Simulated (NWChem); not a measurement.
System: C2H6AlCl; SMILES [CH3][Al]([CH3])[Cl]

Input file for NWChem:

```
start job
memory heap 200 mb stack 900 mb global 1100 mb
geometry units angstroms
  Al     0.258655    -0.298361     0.263661
  C      2.102839    -0.707897    -0.373080
  H      2.605622    -1.476010     0.217508
  H      2.741563     0.181428    -0.352557
  H      2.098324    -1.048629    -1.413956
  C     -0.594832    -1.029077     1.910344
  H     -1.450265    -1.668790     1.668909
  H     -0.990280    -0.227654     2.543497
  H      0.084575    -1.622651     2.524882
  Cl    -0.852320     0.982066    -0.869193
end
basis spherical
  * library 6-31g*
end
dft
  xc b3lyp
  iterations 150
end
driver
  maxiter 120
end
task dft optimize
task dft freq
```

NWChem printed, in part:

```
             Northwest Computational Chemistry Package (NWChem) 7.3.0
             --------------------------------------------------------

 C2  symmetry detected

                             Geometry "geometry" -> ""
                             -------------------------

 Output coordinates in angstroms (scale by  1.889725989 to convert to a.u.)

  No.       Tag          Charge          X              Y              Z
 ---- ---------------- ---------- -------------- -------------- --------------
    1 Al                  13.0000     0.00000000     0.00000000    -0.35980053
    2 C                    6.0000    -0.00043006     1.77444420    -1.26832090
    3 H                    1.0000    -0.10541843     1.70709573    -2.35276696
    4 H                    1.0000     0.92365392     2.32747208    -1.06953016
    5 H                    1.0000    -0.81368430     2.40969805    -0.90142698
    6 C                    6.0000     0.00043006    -1.77444420    -1.26832090
    7 H                    1.0000    -0.92365392    -2.32747208    -1.06953016
    8 H                    1.0000     0.81368430    -2.40969805    -0.90142698
    9 H                    1.0000     0.10541843    -1.70709573    -2.35276696
   10 Cl                  17.0000     0.00000000     0.00000000     1.67910034

 Effective nuclear repulsion energy (a.u.)     190.2702142866

      Symmetry information
      --------------------

 Group name             C2
 Group number              4
 Group order               2
 No. of unique centers     6

                                Z-matrix (autoz)
                                --------

 Units are Angstrom for bonds and degrees for angles

[...]

      ----------------------
      Optimization converged
      ----------------------

  Step       Energy      Delta E   Gmax     Grms     Xrms     Xmax
  ---- ---------------- -------- -------- -------- -------- --------
@    7    -782.53938274 -8.7D-08  0.00001  0.00000  0.00046  0.00101
                                     ok       ok       ok       ok

                                Z-matrix (autoz)
                                --------

 Units are Angstrom for bonds and degrees for angles

[...]

 Rotational Constants
 --------------------
 A=   0.160356 cm-1  (  0.230712 K)
 B=   0.102058 cm-1  (  0.146835 K)
 C=   0.063838 cm-1  (  0.091846 K)

 Temperature                      =   298.15K
 frequency scaling parameter      =   1.0000

 Zero-Point correction to Energy  =   45.900 kcal/mol  (  0.073146 au)
 Thermal correction to Energy     =   50.589 kcal/mol  (  0.080618 au)
 Thermal correction to Enthalpy   =   51.181 kcal/mol  (  0.081562 au)

 Total Entropy                    =   86.907 cal/mol-K
   - Translational                =   39.452 cal/mol-K (mol. weight =  91.9973)
   - Rotational                   =   25.449 cal/mol-K (symmetry #  =        2)
   - Vibrational                  =   22.006 cal/mol-K

 Cv (constant volume heat capacity) =   22.800 cal/mol-K
   - Translational                  =    2.979 cal/mol-K
   - Rotational                     =    2.979 cal/mol-K
   - Vibrational                    =   16.842 cal/mol-K

[normal modes left out]

 ----------------------------------------------------------------------------
 Normal Eigenvalue ||           Projected Infra Red Intensities
  Mode   [cm**-1]  || [atomic units] [(debye/angs)**2] [(KM/mol)] [arbitrary]
 ------ ---------- || -------------- ----------------- ---------- -----------
    1        0.000 ||    0.000890           0.021         0.867       0.474
    2        0.000 ||    0.000369           0.009         0.360       0.197
    3        0.000 ||    0.000016           0.000         0.015       0.008
    4        0.000 ||    0.000004           0.000         0.004       0.002
    5        0.000 ||    0.000993           0.023         0.968       0.529
    6        0.000 ||    0.000353           0.008         0.344       0.188
    7       25.372 ||    0.000004           0.000         0.004       0.002
    8       34.208 ||    0.000081           0.002         0.079       0.043
    9      162.975 ||    0.008923           0.206         8.699       4.752
   10      163.212 ||    0.001808           0.042         1.763       0.963
   11      184.912 ||    0.011029           0.254        10.752       5.873
   12      442.262 ||    0.037902           0.874        36.949      20.183
   13      591.242 ||    0.037842           0.873        36.890      20.151
   14      601.481 ||    0.002714           0.063         2.646       1.445
   15      658.810 ||    0.000211           0.005         0.205       0.112
   16      719.876 ||    0.099011           2.284        96.521      52.724
   17      731.056 ||    0.088495           2.042        86.270      47.125
   18      778.399 ||    0.178956           4.129       174.455      95.296
   19     1279.869 ||    0.029415           0.679        28.675      15.664
   20     1282.467 ||    0.006083           0.140         5.930       3.239
   21     1484.006 ||    0.002186           0.050         2.131       1.164
   22     1484.941 ||    0.000033           0.001         0.032       0.018
   23     1489.899 ||    0.003601           0.083         3.511       1.918
   24     1491.510 ||    0.000844           0.019         0.823       0.449
   25     3035.492 ||    0.006141           0.142         5.987       3.270
   26     3037.074 ||    0.001004           0.023         0.978       0.534
   27     3103.231 ||    0.000581           0.013         0.566       0.309
   28     3103.443 ||    0.016610           0.383        16.192       8.845
   29     3117.897 ||    0.002140           0.049         2.086       1.139
   30     3119.073 ||    0.025131           0.580        24.499      13.383
 ----------------------------------------------------------------------------
```

Level: B3LYP/6-31G* (spherical d). B3LYP is NWChem's, with the RPA form of VWN correlation.
